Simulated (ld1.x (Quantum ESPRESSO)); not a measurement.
# Varying the TM potential for Sr

Base potential:

```json
{
 "Element": "Sr",
 "Generator": "ld1.x (Quantum ESPRESSO) 7.5",
 "Type": "norm-conserving Troullier–Martins (Kleinman–Bylander form)",
 "Functional": "PBE",
 "Relativity": "scalar-relativistic",
 "Frozen core": "[Ar] 3d10",
 "Valence charge": "10",
 "Reference configuration": "4s2 4p6 4d0 5s1.5 5p0.5",
 "Partial waves": "4p (bound): rc 2.35 bohr; 4d (bound, empty): rc 3.65 bohr; 4s (bound): rc 2.00 bohr",
 "Local potential": "the s channel",
 "Core correction": "a·sin(br)/r model core, default radius (core density twice the valence density)"
}
```

Occupied shells without a wave of their own: 5p, 5s. They enter only through the test configuration that unscreens the potential, and ld1.x also counts them in the model core charge.

Cutoffs, loose and tight: the cutoffs (Ry, on a coarse ladder) from which the occupation-weighted sum of valence levels, in a spherical-Bessel basis at the reference potential, stays within 10 and 1 mRy of its value at 400 Ry. They do not see the model core or the augmentation charge, which bear on the density cutoff. Test errors are all-electron minus pseudo excitation energies from the reference, over the configurations 4s2 4p6 4d0 5s2 5p0; 4s2 4p6 4d0 5s1 5p0; 4s2 4p6 4d0 5s0 5p0; 4s2 4p5 4d0 5s2 5p0; 4s2 4p6 4d0 5s1 5p1; 4s2 4p6 4d0 5s0 5p2; 4s2 4p6 4d0.5 5s1.5 5p0. A dash means not determined; rows that change the core or the reference have their own tests.

With those shells counted twice in exchange and correlation these files are broken, and their errors move erratically; no question is asked of them.

A true bound ghost makes a file unfit for plane-wave use even where its test errors are small: the radial tests pick states by their node count and pass the ghost by. Where a test does run into it, the solver fails or the error is huge.

The default core radius of the base comes out at 0.88 bohr.

| change | outcome | cutoff, loose | cutoff, tight | bound ghosts | largest test error (meV) |
| --- | --- | --- | --- | --- | --- |
| base | generated, misses its reference levels by 0.37 eV | 25 Ry | 45 Ry | none | -1721 |
| wave 4d (bound): rc 3.65 bohr becomes 4d (bound): rc 4.42 bohr | generated, misses its reference levels by 0.37 eV | 25 Ry | 45 Ry | d | -1721 |
| local potential the d channel | generated, misses its reference levels by 0.22 eV | 25 Ry | 45 Ry | none | -1287 |
| reference 4s2 4p6 4d0 5s1 5p0 | generated, misses its reference levels by 0.50 eV | 25 Ry | 45 Ry | none | +868 |
| wave 4p (bound): rc 2.35 bohr becomes 4p (bound): rc 1.52 bohr | generated, misses its reference levels by 0.37 eV | 45 Ry | 80 Ry | none | -1680 |
| core correction none | generated, misses its reference levels by 0.37 eV | 25 Ry | 45 Ry | none | -1168 |
| all radii but the core radius scaled by about 0.91 (s 1.82, p 2.14, d 3.34 bohr) | generated, misses its reference levels by 0.19 eV | 40 Ry | 55 Ry | none | -1195 |
| core [Ar] 3d10 4s2, valence charge 8; reference 4p6 4d0 5s2 5p0; waves now 5s (bound): rc 3.10 bohr; 4p (bound): rc 2.65 bohr; 4d (bound): rc 3.20 bohr; local potential all-electron potential smoothed inside 2.40 bohr (lloc = -1); core correction none | generated | 18 Ry | 25 Ry | s | +40 over the solved tests; 1 of 7 tests not solved or not reliable |
| type RRKJ; local potential the d channel | generated, misses its reference levels by 0.16 eV | 25 Ry | 30 Ry | none | -1104 |
| wave 4s (bound): rc 2.00 bohr becomes 4s (bound): rc 1.42 bohr | generated, misses its reference levels by 0.26 eV | 70 Ry | 110 Ry | d | -1173 |
| all radii but the core radius scaled by about 0.96 (s 1.92, p 2.26, d 3.50 bohr) | generated, misses its reference levels by 0.32 eV | 30 Ry | 50 Ry | none | -1560 |
